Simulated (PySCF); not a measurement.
# EPR parameters of C5H5FN

Compound: C5H5FN (doublet state).
Z-matrix (Å and degrees, GFN2-xTB geometry), rows numbered from 1:
```
C 
C   1  1.3038
F   2  1.4185  1  117.63
N   2  1.3441  1  125.33  3   179.87
C   4  1.2771  2  123.55  1  -179.67
C   5  1.4387  4  119.85  2   179.75
C   6  1.3316  5  122.62  4   179.76
H   1  1.0606  2  140.99  3     0.06
H   5  1.0948  4  123.04  2    -0.14
H   6  1.0805  5  115.67  4    -0.35
H   7  1.0783  6  121.47  5    -0.14
H   7  1.0763  6  122.02  5   179.90
```

The hyperfine couplings belong to this conformer and change with its torsions.

As a line formula: `[H]/[C]=C(F)/N=C/C=C` [radical].

Computed, not measured: PySCF, UKS B3LYP, pcH-1 on C F H N, non-relativistic, mean-field spin-orbit, GIAO. Geometry: GFN2-xTB, one conformer, isolated molecule. A GFN2-xTB geometry isn't a minimum of the functional, and hyperfine couplings can be far from their values at a DFT geometry. Stability of the SCF solution: not tested.

```
g1, g2, g3   : 2.00098, 2.00236, 2.00269
g_iso        : 2.00201
Form of g    : rhombic: the two nearest values differ by 20 % of g3 − g1
⟨S²⟩         : 0.7691 (exact 0.7500)
Total energy : -348.00924 Eh
```

Isotropic coupling and dipolar principal values T1 to T3, in MHz; ρ(0) is the spin density at the nucleus:

| atom | isotope | a_iso | T1 | T2 | T3 | Mulliken spin population | ρ(0) (bohr⁻³) |
| --- | --- | --- | --- | --- | --- | --- | --- |
| C1 | 13C | 332.5 | -88.1 | -56.7 | 144.8 | 1.10 | 0.2957 |
| C2 | 13C | 12.5 | -21.9 | 4.4 | 17.5 | -0.13 | 0.0111 |
| F3 | 19F | 199.9 | -155.4 | -116.0 | 271.4 | 0.05 | 0.0475 |
| N4 | 14N | 21.2 | -2.5 | 0.4 | 2.1 | 0.06 | 0.0657 |
| C5 | 13C | 3.4 | -11.1 | 3.9 | 7.3 | -0.06 | 0.0030 |
| C6 | 13C | 3.7 | -1.5 | -1.2 | 2.8 | 0.03 | 0.0032 |
| C7 | 13C | -3.6 | -6.8 | 3.2 | 3.6 | -0.04 | -0.0032 |
| H8 | 1H | 7.3 | -34.3 | -9.6 | 43.9 | -0.01 | 0.0016 |
| H9 | 1H | 4.9 | -2.4 | -1.5 | 3.9 | 0.01 | 0.0011 |
| H10 | 1H | -1.3 | -0.6 | -0.6 | 1.2 | 0.00 | -0.0003 |
| H11 | 1H | 2.7 | -1.7 | -0.2 | 2.0 | 0.00 | 0.0006 |
| H12 | 1H | 3.0 | -1.4 | -0.3 | 1.7 | 0.00 | 0.0007 |

Largest spin populations (Mulliken): C1 (+1.10) and C2 (-0.13). No atom but C1 exceeds +0.15.

Axes: g1 points within 3° of the C2–N4 bond and g2 is normal to the molecular plane.

Under fast tumbling the dipolar parts average out, and these isotropic splittings remain (the largest six): 1 × 19F (F3, I = 1/2, 2 lines) with 7.13 mT, 1 × 14N (N4, I = 1, 3 lines) with 0.76 mT, 1 × 1H (H8, I = 1/2, 2 lines) with 0.26 mT, 1 × 1H (H9, I = 1/2, 2 lines) with 0.17 mT, 1 × 1H (H12, I = 1/2, 2 lines) with 0.11 mT and 1 × 1H (H11, I = 1/2, 2 lines) with 0.10 mT.

The 13C coupling of C1 (332.5 MHz) shows only in satellite lines or after enrichment, since that isotope makes up about 1.07 % of natural carbon.

Examples of negative spin density at the nucleus (bohr⁻³): C7 (-0.0032).

On one thread, AMD EPYC 9B14 (x86_64) (shared host), this took 30 s of wall time (with the writing of density and orbital grids) and 0.78 GiB of memory at its peak.
